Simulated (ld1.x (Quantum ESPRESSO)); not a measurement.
**barium: excitation energies, all-electron against ultrasoft**

```json
{
  "Element": "Ba",
  "Generator": "ld1.x (Quantum ESPRESSO) 7.5",
  "Type": "ultrasoft",
  "Functional": "PBE",
  "Relativity": "fully relativistic",
  "Frozen core": "[Kr] 4d10",
  "Valence charge": "10",
  "Reference configuration": "5s2 5p6 5d0 6s1 6p0 (charge +1)",
  "Partial waves": "5s (bound): rcut 2.35, rcutus 2.55 bohr; 6s (bound): rcut 2.35, rcutus 2.55 bohr; 5p (bound): rcut 2.45, rcutus 3.05 bohr; 6p (bound, empty): rcut 2.45, rcutus 3.05 bohr; 5d (bound, empty): rcut 3.80, rcutus 4.35 bohr; 5d channel at -0.29 Ry: rcut 3.80, rcutus 4.35 bohr",
  "Local potential": "all-electron potential smoothed inside 2.10 bohr (lloc = -2)",
  "Core correction": "Bessel-smoothed model core inside 2.50 bohr",
  "Augmentation charge": "built from norm-conserving waves at rcut, not smoothed further"
}
```

Open shells are filled in proportion to 2j + 1 (rel_dist='average').

Energies are relative to the spin-unpolarised reference configuration 5s2 5p6 5d0 6s1 6p0; without spin polarisation the order of configurations can differ from experiment.

(1) Give the all-electron excitation energy and the error of the potential for: 5s2 5p6 5d0 6s2 6p0; 5s2 5p6 5d0 6s0 6p0; 5s2 5p6 5d0 6s1.5 6p0; 5s2 5p6 5d0 6s0 6p2; 5s2 5p6 5d0 6s0 6p1; 5s2 5p5 5d0 6s2 6p0; 5s2 5p6 5d0.5 6s1.5 6p0.

Levels in the configuration 5s2 5p6 5d0 6s0 6p0:

```csv
level,all-electron (eV),pseudo (eV)
5s j=1/2,-45.934,-46.152
5p j=1/2,-32.361,-32.522
5p j=3/2,-30.243,-30.382
```

A Bessel basis up to 400 Ry misses an occupied level by 0.27 Ry, so cutoffs and ghosts were not judged. The potential misses its own reference levels by up to 1.1 eV, so it is not fit for use.

Results:

(1)

```tsv
valence configuration	charge	ΔE all-electron (eV)	error AE − PS (meV)
5s2 5p6 5d0 6s2 6p0	0	-5.361	-540
5s2 5p6 5d0 6s0 6p0	+2	9.979	+1275
5s2 5p6 5d0 6s1.5 6p0	+0.5	-3.225	-339
5s2 5p6 5d0 6s0 6p2	0	-1.233	+569
5s2 5p6 5d0 6s0 6p1	+1	2.591	-1305
5s2 5p5 5d0 6s2 6p0	+1	17.975	-2525
5s2 5p6 5d0.5 6s1.5 6p0	0	-4.722	+32
```

These tests converged, but a pseudo level misses the all-electron one widely, so the file describes the atom poorly there or has found another state: 5s2 5p6 5d0 6s0 6p1: 6p by 2.7 eV (a node warning on the way); 5s2 5p5 5d0 6s2 6p0: 5p by 2.4 eV.
